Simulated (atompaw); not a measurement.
What one change does to a pseudopotential (cobalt (Co), PAW (atompaw))

| Item | Value |
| --- | --- |
| Element | Co |
| Generator | atompaw 4.2.0.5 |
| Type | PAW |
| Functional | LDA (PW92) |
| Relativity | scalar-relativistic |
| Frozen core | [Ne] |
| Valence charge | 17 |
| Reference configuration | 3s2 3p6 3d7 4s2 4p0 |
| Partial waves | 3s (bound); 4s (bound); 3p (bound); 4p (bound, empty); 3d (bound); 3d channel at 0.2 Ry |
| Local potential | bessel scheme, radius 1.45 bohr |
| Core correction | smooth core density matched at 1.35 bohr |
| Augmentation charge | besselshape compensation charge, radius 1.45 bohr; PAW radius 1.80 bohr; waves and projectors: bloechl |

Change: local potential troulliermartins scheme with l = 3 at 0 Ry, radius 1.45 bohr.

Cutoffs: the cutoffs (Ry, on a coarse ladder) from which the occupation-weighted sum of valence levels, in a spherical-Bessel basis at the reference potential, stays within 10 and 1 mRy of its value at 400 Ry; they do not see the model core or the augmentation charge, which bear on the density cutoff.

What does the change do?

The potential gets harder (60 Ry and 80 Ry → 80 Ry and 120 Ry); neither file shows a bound ghost.

| quantity | base | changed |
| --- | --- | --- |
| cutoff, loose | 60 Ry | 80 Ry |
| cutoff, tight | 80 Ry | 120 Ry |
| loose cutoff by channel (10 mRy a level) | s 35 Ry, p 45 Ry, d 45 Ry | s 40 Ry, p 55 Ry, d 60 Ry |
| bound ghosts | none | none |
| s: phases at 1.80 bohr within 0.05 rad from the reference energy up to (Ry; the scan ends near 5) | to the end of the scan | to the end of the scan |
| p: phases at 1.80 bohr within 0.05 rad from the reference energy up to (Ry; the scan ends near 5) | to the end of the scan | to the end of the scan |
| d: phases at 1.80 bohr within 0.05 rad from the reference energy up to (Ry; the scan ends near 5) | 3.8 | 4.0 |
| lowest overlap eigenvalue by channel | s 0.57, p 0.76, d 1.00 | s 0.57, p 0.97, d 1.00 |

 The cutoffs see the waves, projectors and local potential, not the compensation charge or the core.
